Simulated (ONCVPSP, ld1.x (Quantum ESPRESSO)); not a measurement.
**Potentials for Ru compared**

Generated with ld1.x 7.5 (TM, RRKJ, ultrasoft, PAW), atompaw 4.2 or ONCVPSP 4.0.1. The cutoff is in Ry: for ld1.x and atompaw files where the sum of valence levels is converged to 10 mRy in a Bessel basis, for ONCV files where the hardest occupied wave has 1 mHa per electron of residual kinetic energy. The error is the largest all-electron minus pseudo excitation energy over each file’s own four to seven test configurations (ionisations up to +4, promotions, holes and added fractions of an electron), all of which were solved. The labels leave out finer settings (local radius, basis sizes, second energies), which also bear on the numbers. Spin-polarised tests are not counted. The rows are a selection from randomly drawn settings: files with unsolved tests, undetermined cutoffs or missed reference levels are left out.

A true bound ghost makes a file unfit for plane-wave use even where its test errors are small: the radial tests pick states by their node count and pass the ghost by.

```tsv
potential	cutoff (Ry)	largest error (meV)	bound ghosts
ONCV, LDA (Perdew-Zunger), scalar-relativistic, rc 1.95/1.30/1.55 (spd), local smoothed, core correction yes, reference 4s2 4p6 4d6 5s2, qcut 8.1/5.5/5.7, projectors 3/2/2	241	-9.6	none
ultrasoft, revPBE, scalar-relativistic, rc 2.65/3.15/1.55 (spd), local smoothed, core correction yes, reference 4d7 5s0 5p0	45	-426	none
ONCV, PBE, scalar-relativistic, rc 2.80/2.95/1.60 (spd), local smoothed, core correction no, reference 4d7.5 5s0.5, qcut 2.4/2.2/6.9, projectors 3/2/1	44	+18	s
TM semilocal, PBE, scalar-relativistic, rc 2.15/1.35/1.70 (spd), local p, core correction no, reference 4p6 4d7 5s0 5p0	70	-53	none
```

Question: Fill in the row for Ru: ONCV, PBE, scalar-relativistic, rc 1.80/1.55/1.55 (spd), local d, core correction no, reference 4s2 4p6 4d7.5 5s0.5, qcut 5.4/8.2/10, projectors 2/3/0.

Answer: cutoff 53 Ry, largest error -0.5 meV, bound ghosts: none.

Question: Fill in the row for Ru: ONCV, PBEsol, scalar-relativistic, rc 1.30/1.80/2.25 (spd), local smoothed, core correction no, reference 4s2 4p6 4d7 5s1, qcut 7.9/7.9/8, projectors 3/1/2.

Answer: cutoff 52 Ry, largest error +24 meV, bound ghosts: none.
